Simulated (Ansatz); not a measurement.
A geometry relaxed with PBE-D3(BJ)/def2-SVP (Ansatz, a program for electronic structure), charge 0, multiplicity 1:

```xyz
19

H     -0.6036     2.8008    -0.3953
C      1.1518    -0.1675     0.0518
C      0.0665    -1.0472     0.1438
H      2.8351    -2.3079     0.3848
C      0.8846     1.2304    -0.1447
C     -1.4915     0.8176    -0.1486
N      2.8964     2.8835    -0.3183
C     -1.2668    -0.5814     0.0469
C     -3.6032    -0.5029    -0.0227
H      0.2430    -2.1239     0.2944
C     -2.5028    -1.3140     0.1151
H      3.6988    -0.5261    -1.0695
H      3.6375    -0.1974     1.3532
S     -3.2010     1.1805    -0.2410
C     -0.4297     1.7260    -0.2451
Si     2.9264    -0.8201     0.1852
H     -2.5637    -2.4009     0.2609
H     -4.6600    -0.7984    -0.0094
C      1.9822     2.1490    -0.2417
```

Write the SMILES of this molecule.

`N#Cc1cc2sccc2cc1[SiH3]`
